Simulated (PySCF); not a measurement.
# Electron correlation in Sr (strontium, neutral)

[Kr] 5s2, closed-shell 1S. All numbers are calculated (PySCF 2.14, a scalar-relativistic core potential, in def2-SVP with the def2 core potential (28 electrons) (4s3p2d, 23 functions)). Frozen: 4s2 4p6; 2 electrons correlated.

Total MP2 correlation energy: -15.89 mhartree.

Same-spin part 0.00 and opposite-spin part -15.89 mhartree; SCS-MP2 scales them by 1/3 and 6/5 to -19.07 mhartree.

With two correlated electrons CCSD is exact within the correlated space (frozen core and kept virtual orbitals).

| level | correlation energy (mhartree) |
| --- | --- |
| CCSD | -24.61 |

Diagnostics: T1 = 0.0087, D1 = 0.0123, largest double amplitude 0.141.

Problem. Is a single reference adequate?

Solution. Mostly. T1 lies below 0.03, but a double amplitude of this size points to a near-degeneracy that CCSD handles and MP2 describes poorly.
